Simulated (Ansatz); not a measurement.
```yaml
crystal:
  periodic: [true, true, true]
  atoms:
    - {symbol: C, position_ang: [-1.147479, -3.531676, -0.808965]}
    - {symbol: C, position_ang: [-0.671515, -2.663864, 0.334791]}
    - {symbol: O, position_ang: [-0.554793, -1.330738, -0.068074]}
    - {symbol: Ti, position_ang: [-0.988266, 0.348638, 0.377703]}
    - {symbol: O, position_ang: [-2.484399, 0.321273, 1.407851]}
    - {symbol: O, position_ang: [-1.257238, 1.283549, -1.117758]}
    - {symbol: C, position_ang: [-0.866860, 2.281396, -2.011000]}
    - {symbol: C, position_ang: [0.485244, 2.865628, -1.662956]}
    - {symbol: O, position_ang: [0.344932, 1.055861, 1.326966]}
    - {symbol: C, position_ang: [1.677238, 1.049933, 1.738698]}
    - {symbol: C, position_ang: [2.290837, -0.332032, 1.674741]}
    - {symbol: H, position_ang: [-1.215445, -4.575719, -0.492236]}
    - {symbol: H, position_ang: [-0.455313, -3.468755, -1.651081]}
    - {symbol: H, position_ang: [-2.133278, -3.209299, -1.150772]}
    - {symbol: H, position_ang: [-1.366783, -2.738274, 1.181502]}
    - {symbol: H, position_ang: [0.308968, -3.010199, 0.687612]}
    - {symbol: H, position_ang: [-3.385206, 0.524990, 1.154805]}
    - {symbol: H, position_ang: [-0.845090, 1.853475, -3.021237]}
    - {symbol: H, position_ang: [-1.629547, 3.070490, -2.010789]}
    - {symbol: H, position_ang: [0.754927, 3.649829, -2.374866]}
    - {symbol: H, position_ang: [0.472881, 3.296579, -0.659506]}
    - {symbol: H, position_ang: [1.257460, 2.093060, -1.694586]}
    - {symbol: H, position_ang: [2.245901, 1.745500, 1.107228]}
    - {symbol: H, position_ang: [1.721776, 1.436304, 2.764530]}
    - {symbol: H, position_ang: [3.334181, -0.298651, 1.998672]}
    - {symbol: H, position_ang: [2.255293, -0.725417, 0.656353]}
    - {symbol: H, position_ang: [1.749876, -1.022482, 2.325874]}
basis:
  gaussian: {orbitals: def2-SVP}
hamiltonian: {xc: {name: r2SCANh}}
```

```sh
$ ansatz run in.yaml --threads 11 --pin off --events-out ev --progress --plain --max-ram 120832MiB --backend cpu
```

Shortened log:

```
Error: YAML parse error: error: line 2 column 3: crystal: missing field `lattice` (a structure is typed as `lattice` and `atoms`, a molecule's as `atoms` in Å alone, or read from a run's directory, `checkpoint`)
 --> <input>:2:3
1 | crystal:
2 |   periodic: [true, true, true]
3 |   atoms:
4 |     - {symbol: C, position_ang: [-1.147479, -3.531676, -0.808965]}
```

Task: Something in this input is off. What?

Result: The molecule is marked periodic without a cell. The program refused the input.
